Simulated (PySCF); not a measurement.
**Working out the electron affinity of Te**

Te⁻ [Kr] 4d10 5s2 5p5 (2P) → Te [Kr] 4d10 5s2 5p4 (3P). Computed with PySCF 2.14 in aug-cc-pVQZ-PP with ECP28MDF (7s7p5d3f2g, 92 functions), with scalar relativity through the core potential. Frozen: 4s2 4p6 4d10. Energies in hartree (1 hartree = 27.21139 eV):

```json
{"part": "UHF", "Te⁻ (lower)": "-267.045732", "Te (upper)": "-267.006904"}
{"part": "MP2 opposite-spin", "Te⁻ (lower)": "-0.101079", "Te (upper)": "-0.075572"}
{"part": "MP2 same-spin", "Te⁻ (lower)": "-0.027435", "Te (upper)": "-0.020572"}
```

**Question.** What does Hartree-Fock give?

**Answer.** (-267.006904) − (-267.045732) = 0.038828 hartree = 1.057 eV.

**Question.** What do MP2 and SCS-MP2 (6/5 opposite-spin, 1/3 same-spin) give?

**Answer.** The opposite-spin parts differ by 0.694 eV and the same-spin parts by 0.187 eV. MP2: 1.057 + (0.694) + (0.187) = 1.938 eV. SCS-MP2: 1.057 + 1.2 × (0.694) + (0.187)/3 = 1.952 eV.

Reference: 1.971 eV (measured; photodetachment measurements, as compiled on the Wikipedia data page of electron affinities), between the lowest levels; spin-orbit coupling is absent from the calculation.

What remains against the reference includes basis incompleteness, the frozen core and correlation beyond second order.
